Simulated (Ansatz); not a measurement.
Ansatz (a program for electronic structure) input (B3LYP-D3(BJ)/def2-TZVP):

Ansatz 0.2 input:
```yaml
crystal:
  periodic: [false, false, false]
  atoms:
    - {symbol: Hg, position_ang: [-0.00000000, -0.00000000, -0.43084330]}
    - {symbol: Cl, position_ang: [0.00000000, 0.00000000, 2.02749787]}
basis:
  gaussian:
    orbitals: def2-TZVP
hamiltonian:
  xc: b3lyp
  dispersion: d3bj
magnetization: {spin_polarized: true, initial_magnetization: 1}
phonons: {temperatures: {t_min: 298.15, t_max: 298.15, t_step: 100}}
```

Output:

```
Functional definition: B3LYP
integrals: 0.02 GiB planned
682 factors; their error is unknown
mean field: 0.29 GiB planned
mean field evaluation 1: about -16700.0201 eV, gradient 1.7e1 eV
mean field evaluation 2: about -16693.9901 eV, gradient 3.7e1 eV
mean field evaluation 4: about -16701.7566 eV, gradient 1.7e0 eV
mean field evaluation 8: about -16701.7668 eV, gradient 2.1e-2 eV
mean field evaluation 16: about -16701.8200 eV, gradient 4.3e-5 eV
mean field -16701.81995378 eV, -613.7805624011 hartree, gradient 4.3e-5 eV, S^2 0.754623; 0 other end points of the search recorded, 0 dependent functions left out
the calculation of the forces begins
reference -16701.82015142 eV, -613.7805696645 hartree; 19, 18 occupied and 61, 62 virtual orbitals, 682 factors
these checks for a lower state are left out or cut short: stability, starts, cluster_reference, orbital_swaps, neighbouring_geometries, increment
integrals: 0.02 GiB planned
682 factors; their error is unknown
mean field: 0.29 GiB planned
mean field -16701.81995378 eV, -613.7805624012 hartree, gradient 7.6e-7 eV, S^2 0.754623; 0 other end points of the search recorded, 0 dependent functions left out
the calculation of the forces begins
reference -16701.82015143 eV, -613.7805696646 hartree; 19, 18 occupied and 61, 62 virtual orbitals, 682 factors
these checks for a lower state are left out or cut short: stability, starts, cluster_reference, orbital_swaps, neighbouring_geometries, increment
integrals: 0.02 GiB planned
682 factors; their error is unknown
mean field: 0.29 GiB planned
mean field -16701.81995378 eV, -613.7805624012 hartree, gradient 7.6e-7 eV, S^2 0.754623; 0 other end points of the search recorded, 0 dependent functions left out
the calculation of the forces begins
reference -16701.82015143 eV, -613.7805696646 hartree; 19, 18 occupied and 61, 62 virtual orbitals, 682 factors
these checks for a lower state are left out or cut short: stability, starts, cluster_reference, orbital_swaps, neighbouring_geometries, increment
integrals: 0.02 GiB planned
682 factors; their error is unknown
mean field: 0.29 GiB planned
mean field evaluation 32: about -16701.7664 eV, gradient 6.6e-2 eV
mean field -16701.81995378 eV, -613.7805624012 hartree, gradient 7.6e-7 eV, S^2 0.754623; 0 other end points of the search recorded, 0 dependent functions left out
the calculation of the forces begins
reference -16701.82015143 eV, -613.7805696646 hartree; 19, 18 occupied and 61, 62 virtual orbitals, 682 factors
these checks for a lower state are left out or cut short: stability, starts, cluster_reference, orbital_swaps, neighbouring_geometries, increment
integrals: 0.02 GiB planned
682 factors; their error is unknown
mean field: 0.29 GiB planned
mean field -16701.81995378 eV, -613.7805624012 hartree, gradient 7.6e-7 eV, S^2 0.754623; 0 other end points of the search recorded, 0 dependent functions left out
the calculation of the forces begins
reference -16701.82015143 eV, -613.7805696646 hartree; 19, 18 occupied and 61, 62 virtual orbitals, 682 factors
these checks for a lower state are left out or cut short: stability, starts, cluster_reference, orbital_swaps, neighbouring_geometries, increment
integrals: 0.02 GiB planned
682 factors; their error is unknown
mean field: 0.29 GiB planned
mean field -16701.81992785 eV, -613.7805614485 hartree, gradient 1.2e-6 eV, S^2 0.754605; 0 other end points of the search recorded, 0 dependent functions left out
the calculation of the forces begins
reference -16701.82012548 eV, -613.7805687111 hartree; 19, 18 occupied and 61, 62 virtual orbitals, 682 factors
these checks for a lower state are left out or cut short: stability, starts, cluster_reference, orbital_swaps, neighbouring_geometries, increment
integrals: 0.02 GiB planned
682 factors; their error is unknown
mean field: 0.29 GiB planned
mean field -16701.81994037 eV, -613.7805619083 hartree, gradient 1.1e-6 eV, S^2 0.754641; 0 other end points of the search recorded, 0 dependent functions left out
the calculation of the forces begins
reference -16701.82013804 eV, -613.7805691725 hartree; 19, 18 occupied and 61, 62 virtual orbitals, 682 factors
these checks for a lower state are left out or cut short: stability, starts, cluster_reference, orbital_swaps, neighbouring_geometries, increment
integrals: 0.02 GiB planned
682 factors; their error is unknown
mean field: 0.29 GiB planned
mean field evaluation 64: about -16701.8200 eV, gradient 1.0e-5 eV
mean field -16701.81995378 eV, -613.7805624012 hartree, gradient 7.6e-7 eV, S^2 0.754623; 0 other end points of the search recorded, 0 dependent functions left out
the calculation of the forces begins
reference -16701.82015143 eV, -613.7805696646 hartree; 19, 18 occupied and 61, 62 virtual orbitals, 682 factors
these checks for a lower state are left out or cut short: stability, starts, cluster_reference, orbital_swaps, neighbouring_geometries, increment
integrals: 0.02 GiB planned
682 factors; their error is unknown
mean field: 0.29 GiB planned
mean field -16701.81995378 eV, -613.7805624012 hartree, gradient 7.6e-7 eV, S^2 0.754623; 0 other end points of the search recorded, 0 dependent functions left out
the calculation of the forces begins
reference -16701.82015143 eV, -613.7805696646 hartree; 19, 18 occupied and 61, 62 virtual orbitals, 682 factors
these checks for a lower state are left out or cut short: stability, starts, cluster_reference, orbital_swaps, neighbouring_geometries, increment
integrals: 0.02 GiB planned
682 factors; their error is unknown
mean field: 0.29 GiB planned
mean field -16701.81995378 eV, -613.7805624012 hartree, gradient 7.6e-7 eV, S^2 0.754623; 0 other end points of the search recorded, 0 dependent functions left out
the calculation of the forces begins
reference -16701.82015143 eV, -613.7805696646 hartree; 19, 18 occupied and 61, 62 virtual orbitals, 682 factors
these checks for a lower state are left out or cut short: stability, starts, cluster_reference, orbital_swaps, neighbouring_geometries, increment
integrals: 0.02 GiB planned
682 factors; their error is unknown
mean field: 0.29 GiB planned
mean field -16701.81995378 eV, -613.7805624012 hartree, gradient 7.6e-7 eV, S^2 0.754623; 0 other end points of the search recorded, 0 dependent functions left out
the calculation of the forces begins
reference -16701.82015143 eV, -613.7805696646 hartree; 19, 18 occupied and 61, 62 virtual orbitals, 682 factors
these checks for a lower state are left out or cut short: stability, starts, cluster_reference, orbital_swaps, neighbouring_geometries, increment
integrals: 0.02 GiB planned
682 factors; their error is unknown
mean field: 0.29 GiB planned
mean field evaluation 96: about -16701.8199 eV, gradient 1.1e-6 eV
mean field -16701.81994037 eV, -613.7805619083 hartree, gradient 1.1e-6 eV, S^2 0.754641; 0 other end points of the search recorded, 0 dependent functions left out
the calculation of the forces begins
reference -16701.82013804 eV, -613.7805691725 hartree; 19, 18 occupied and 61, 62 virtual orbitals, 682 factors
these checks for a lower state are left out or cut short: stability, starts, cluster_reference, orbital_swaps, neighbouring_geometries, increment
integrals: 0.02 GiB planned
682 factors; their error is unknown
mean field: 0.29 GiB planned
mean field -16701.81992785 eV, -613.7805614485 hartree, gradient 1.2e-6 eV, S^2 0.754605; 0 other end points of the search recorded, 0 dependent functions left out
the calculation of the forces begins
reference -16701.82012548 eV, -613.7805687111 hartree; 19, 18 occupied and 61, 62 virtual orbitals, 682 factors
Total energy: -16701.89442510 eV, -613.7832991719 hartree
Atom 0 at    -0.000000    -0.000000    -0.430843 Å, force    -0.000000    -0.000000    -0.000086 eV/Å
Atom 1 at     0.000000     0.000000     2.027498 Å, force     0.000000    -0.000000     0.000086 eV/Å
Dipole moment:     0.000000     0.000000    -0.609737 e Å
Vibrations: 238.59 cm⁻¹, zero-point energy 0.014791 eV
```

The spin state was set by rule; other spins were not relaxed.
